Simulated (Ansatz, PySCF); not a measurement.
Complex: C2H4 (SMILES C=C) (first 6 atoms) with CHN (SMILES C#N); geometry from B3LYP-D3(BJ)/def2-TZVP.
(charge 0, multiplicity 1):
| atom | x (Å) | y (Å) | z (Å) |
|---|---|---|---|
| C | 0.6559 | 0.0111 | -0.0014 |
| C | -0.6670 | 0.0437 | 0.0893 |
| H | 1.2053 | -0.9226 | 0.0198 |
| H | 1.2418 | 0.9158 | -0.1115 |
| H | -1.2172 | 0.9766 | 0.0571 |
| H | -1.2537 | -0.8618 | 0.1883 |
| C | 0.2488 | 0.2742 | 3.6655 |
| N | 0.3284 | 0.3500 | 4.8069 |
| H | 0.1740 | 0.2028 | 2.5987 |

Basis-set superposition error: the interaction energy with monomers in their own basis, and in the dimer's basis (counterpoise).

The values were computed with Ansatz (Gaussian basis) for Hartree–Fock, density functionals and correlated methods; PySCF for 6-31G* rows. 

| level | uncorrected (meV) | counterpoise (meV) | difference |
|---|---|---|---|
| SVWN5/def2-TZVPPD | -162.6 | -157.7 | 4.9 |
| revPBE/def2-TZVPPD | -53.5 | -48.4 | 5.1 |
| PBE0/def2-TZVPPD | -98.7 | -95.4 | 3.3 |
| CAM-B3LYP/def2-TZVPPD | -89.4 | -85.6 | 3.8 |
| wB97M-V/def2-TZVPPD | -111.0 | -107.1 | 3.9 |
| MP2/6-31G* | -140.4 | -90.8 | 49.6 |
| MP2/aug-cc-pVTZ | -130.3 | -106.7 | 23.6 |
| MP2/aug-cc-pVQZ | -118.5 | -110.0 | 8.5 |
| SCS-MP2/aug-cc-pVQZ | -101.2 | -91.7 | 9.5 |
| CCSD(T)/aug-cc-pVTZ | -121.3 | -98.9 | 22.4 |

The error is largest for MP2/6-31G* (49.6 meV) and smallest for PBE0/def2-TZVPPD (3.3 meV).

Ansatz is an electronic-structure program.
